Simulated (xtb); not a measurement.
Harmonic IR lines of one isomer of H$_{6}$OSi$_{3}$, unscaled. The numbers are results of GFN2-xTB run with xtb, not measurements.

| wavenumber (cm⁻¹) | relative intensity |
|---|---|
| 195 | 4.6 |
| 305 | 6.8 |
| 503 | 4.3 |
| 634 | 100 |
| 708 | 30 |
| 780 | 70 |
| 804 | 15 |
| 820 | 35 |
| 1373 | 27 |
| 2098 | 42 |
| 2111 | 39 |
| 2165 | 61 |
| 2216 | 46 |
| 2243 | 39 |
| 2259 | 43 |

Q: Which structure gives these lines?
A. `O1[SiH2][SiH2][SiH2]1`
B. `O[SiH2][SiH]=[SiH2]`
C. `O=[SiH][SiH2][SiH3]`

A: C, `O=[SiH][SiH2][SiH3]`
